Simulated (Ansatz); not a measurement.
The same path of C$_{2}$H$_{9}$GeNSi (14 atoms, charge 0, multiplicity 1) was run 3 times with different band settings. The coordinate that changes most is the dihedral Ge3–C4–Si5–H13.

All numbers below come from RKS LDA/def2-SVP (Ansatz).

Relaxed end points:

```xyz
14
Properties=species:S:1:pos:R:3
N -1.736 -1.438 0.410
C -0.551 -0.880 -0.127
Ge 1.154 -0.997 0.802
C -0.014 0.494 0.286
Si 0.576 1.698 -0.992
H -1.764 -1.384 1.436
H -2.573 -0.954 0.051
H -0.441 -1.092 -1.213
H 1.115 -1.324 2.298
H 2.474 -1.159 0.045
H -0.534 0.930 1.164
H 1.487 2.738 -0.393
H -0.555 2.409 -1.703
H 1.349 0.929 -2.037
```

```xyz
14
Properties=species:S:1:pos:R:3
N -1.058 -2.002 0.342
C -0.080 -1.043 -0.018
Ge 1.115 -0.248 1.295
C -0.298 0.465 0.134
Si 0.153 1.626 -1.237
H -1.452 -1.827 1.275
H -1.842 -2.006 -0.329
H 0.460 -1.323 -0.948
H 0.706 -0.355 2.767
H 2.563 0.112 0.952
H -1.208 0.727 0.714
H 1.469 1.169 -1.822
H 0.317 3.038 -0.735
H -0.859 1.637 -2.361
```

Common settings: spring 5.0 eV/Å²; optimiser quadratic models (default); start path IDPP; iteration limit 60; end points relaxed.

| run | movable images | climbing image | force threshold |
| --- | --- | --- | --- |
| 1 | 7 | yes | 0.05 eV/Å |
| 2 | 7 | yes | 0.5 eV/Å |
| 3 | 6 | no | 0.05 eV/Å |

Q: What does each run give, and how far can it be trusted?

A: Run 1: converged after 4 iterations, highest image 0.079 eV above the first end. A vibrational analysis at the climbing image gives one clearly imaginary mode, 138i cm⁻¹: a first-order saddle point.
Run 2: converged after 2 iterations, highest image 0.084 eV above the first end. The threshold of 0.5 eV/Å is loose, so the images may lie well off the minimum-energy path. The order of the stationary point at the top wasn't checked.
Run 3: converged after 4 iterations, highest image 0.075 eV above the first end. No image climbed, so the highest image needn't sit at the top of the path.
